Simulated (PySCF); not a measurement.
## Deuteron quadrupole couplings in `CS[Si@@H]1CC[SiH2]N1`

Species: C₃H₁₁NSSi₂.
Numbering: `[CH3:1][S:2][Si@@H:3]1[CH2:4][CH2:5][SiH2:6][NH:7]1` (hydrogens: H8, H9, H10 on C1; H11 on Si3; H12, H13 on C4; H14, H15 on C5; H16, H17 on Si6; H18 on N7)

Structure used (PBE0-D3(BJ)/def2-SVP), in Å, numbered top down from 1:
```
atom  x, y, z in Å
C1     3.3231    0.4312   -0.2670
S2     1.8535    1.5054   -0.1917
Si3    0.3502    0.0985    0.4175
C4    -0.6442   -0.6854   -0.9881
C5    -2.1047   -0.8529   -0.5250
Si6   -2.5363    0.6185    0.5854
N7    -0.9382    0.9475    1.2118
H8     3.3034   -0.2227   -1.1499
H9     4.1971    1.0922   -0.3398
H10    3.4178   -0.1804    0.6419
H11    1.0702   -0.9108    1.2639
H12   -0.5848    0.0235   -1.8322
H13   -0.2061   -1.6317   -1.3451
H14   -2.7993   -0.9678   -1.3728
H15   -2.2096   -1.7637    0.0895
H16   -3.5138    0.2689    1.6642
H17   -3.1166    1.7726   -0.1759
H18   -0.7602    1.6066    1.9615
```

Level: PBE0/pcSseg-1 (PySCF, non-relativistic); Q(2H) = 0.00286 b; rigid geometry, the same for H and D, with no vibrational averaging.

Task: Rank these positions by the coupling χzz of a deuteron there, largest first.
A. H16 (Si–H hydrogen)
B. H14 (methylene hydrogen)
C. H12 (methylene hydrogen)
D. H18 (N–H hydrogen)

Result: D (280 kHz), B (198 kHz), C (193 kHz), A (92 kHz).

Task: Give the electric field gradient Vzz (the principal value of largest size), its asymmetry and the 2H coupling at each hydrogen.

Result: 
```tsv
atom	bonded to	bond length (Å)	Vzz (au)	η	χzz (kHz)
H8	C1	1.099	0.2918	0.03	196
H9	C1	1.098	0.2935	0.05	197
H10	C1	1.100	0.2897	0.04	195
H11	Si3	1.501	0.1339	0.03	90
H12	C4	1.104	0.2876	0.04	193
H13	C4	1.102	0.2951	0.04	198
H14	C5	1.102	0.2949	0.03	198
H15	C5	1.104	0.2898	0.04	195
H16	Si6	1.497	0.1367	0.02	92
H17	Si6	1.499	0.1353	0.02	91
H18	N7	1.014	0.4159	0.13	280
```

Task: Average by the element that carries the hydrogen.

Result: on C: 196 kHz over 7 positions, mean bond length 1.101 Å; on Si: 91 kHz over 3 positions, mean bond length 1.499 Å; on N: 280 kHz over 1 position, mean bond length 1.014 Å.

Task: A static deuteron (I = 1) shows a doublet split by (3/2)χ, (3/4)χ(1 + η) and (3/4)χ(1 − η) with the field along z, y and x of the gradient. What are these for H8?

Result: With |χ| = 196.1 kHz and η = 0.033: 294, 152 and 142 kHz, to first order and without motion.

The structure is a single PBE0-D3(BJ)/def2-SVP conformer in the gas phase; no vibrational or solvent corrections. With a basis this small, the couplings can be 20 % off.
